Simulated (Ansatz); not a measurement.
Two isomers of C3H8OSi: A = `C1C[SiH2]CO1`, B = `C1CO[SiH2]C1`.

Calculated with Ansatz (gas phase, PBE0-D4/def2-TZVP geometries, no zero-point term in ΔE). CCSD(T)/CBS is the MP2 limit (def2-TZVPP, def2-QZVPP) plus CCSD(T) − MP2 in def2-TZVPP, frozen cores. Functionals use def2-TZVPP. B3LYP here is the variant with VWN-RPA as its local correlation; programs differ in this.

A:

Z-matrix (Å, degrees):
```
C
O 1 1.414
C 1 1.532 2 110.2
H 1 1.101 2 109.9 3 121.1
H 1 1.091 2 106.2 3 -122.3
C 2 1.422 1 110.4 3 -52.9
Si 3 1.886 1 101.8 2 35.1
H 3 1.092 1 110.6 2 -82.0
H 3 1.091 1 112.1 2 157.3
H 6 1.090 2 107.7 1 163.6
H 6 1.100 2 110.6 1 -78.8
H 7 1.489 3 114.3 1 107.6
H 7 1.487 3 113.5 1 -127.1
```

B:

```xyz
13

C    -0.167   -0.116    1.111
C    -1.379    0.069    0.201
O    -0.967    0.741   -0.983
Si    0.635    0.473   -1.323
C     1.025   -0.517    0.227
H    -0.376   -0.850    1.894
H     0.050    0.836    1.605
H    -1.812   -0.904   -0.066
H    -2.160    0.664    0.680
H     0.803   -0.279   -2.595
H     1.361    1.765   -1.445
H     1.003   -1.587    0.000
H     1.985   -0.297    0.693
```

(1) Which is lower in electronic energy at CCSD(T)/CBS, and by how much? (Best estimate.)

(2) Give E(B) − E(A) in kJ/mol with CCSD/def2-TZVPP, BLYP-D4, PBE0-D4, LDA (SPW92), HF/def2-TZVPP, B3LYP, CCSD(T)/def2-SVP. (An estimate is asked.)

(3) Does the order hold for the free energy at 298.15 K (harmonic terms from PBE0-D4)? (Estimate.)

Largest T1 diagnostic: 0.012.

Answers

(1) Ansatz gave: B, by 146.6 kJ/mol.

(2) The calculation gave: CCSD/def2-TZVPP -148.0, BLYP-D4 -133.5, PBE0-D4 -136.9, LDA (SPW92) -129.8, HF/def2-TZVPP -157.6, B3LYP -140.0, CCSD(T)/def2-SVP -136.1. None reverses the order clearly.

(3) The calculation gave: Yes: G(B) − G(A) = -143.5 kJ/mol.

From r2SCAN to r2SCAN0 (25 % exact exchange), in def2-TZVPP and without D4, E(B) − E(A) moves by −5.1 kJ/mol. Leaving LDA and LC-ωPBE aside and taking each functional with its dispersion term where it has one, the values, not all of them listed here, spread over 21.1 kJ/mol, from BHLYP-D4 to PBE-D4.
